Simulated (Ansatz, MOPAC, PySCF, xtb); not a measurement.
Dimer: CH3NO (SMILES NC=O) (first 6 atoms) with H2Se (SMILES [SeH2]); geometry from B3LYP-D3(BJ)/def2-TZVP, rigid monomers moved along the line of their centres of mass till H4···Se7 is 3.13 Å.
(charge 0, multiplicity 1):
```xyz
9

N     -1.09439    -0.41701     0.19489
C      0.17477    -0.31409    -0.25772
O      1.15685    -0.19003     0.44470
H     -1.26774    -0.38534     1.19083
H     -1.86450    -0.51026    -0.44308
H      0.24063    -0.35618    -1.36009
Se     0.13653     0.03607     3.95590
H     -0.28862    -0.67146     5.17678
H      0.92123    -1.11158     3.48948
```

Monomers are frozen at their geometry in the pair; levels with a basis set take the counterpoise correction.

The state that AM1 reach isn't checked.

Codes used: Ansatz (a quantum-chemistry and plane-wave program) with Gaussian orbitals; MOPAC for AM1 (differences of heats of formation); PySCF for the dispersion terms; xtb for the GFN methods. Values without a source in brackets are computed.

Q: One of these levels gives -2.86 kcal/mol for the interaction energy. Name it.
(A) GFN-FF
(B) B3LYP-D4/def2-TZVPPD
(C) AM1
(D) PBE/def2-TZVPPD

A: D, PBE/def2-TZVPPD. The others give -2.09 (GFN-FF), -0.84 (AM1), -3.76 (B3LYP-D4/def2-TZVPPD)
